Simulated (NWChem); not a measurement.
System: SiHOF$_{3}$; SMILES O[Si](F)(F)F

```xyz
6

O      0.9244    -1.3423     0.0055
Si    -0.0055    -0.0179     0.0000
F      0.2548     0.9037    -1.2780
F     -1.5249    -0.4860    -0.0099
F      0.2384     0.9030     1.2816
H      1.8815    -1.2565     0.0115
```
Atoms are numbered in this order, from 1.

Computed with NWChem. Coordinates come from a PBE0/def2-SVP optimisation. Level: M06-2X/def2-SVP with SMD (1 M gas to 1 M solution), gas-phase geometry. Reactions with the solvent are ignored.

**Question.** Predict the results for solvent ethyl acetate. Quantities: solvation free energy (kcal/mol); cavity-dispersion-structure term (kcal/mol); dipole in solution (D).

**Answer.** 
```json
{
  "solvation free energy (kcal/mol)": "-4.2",
  "cavity-dispersion-structure term (kcal/mol)": "-0.1",
  "dipole in solution (D)": "2.61"
}
```
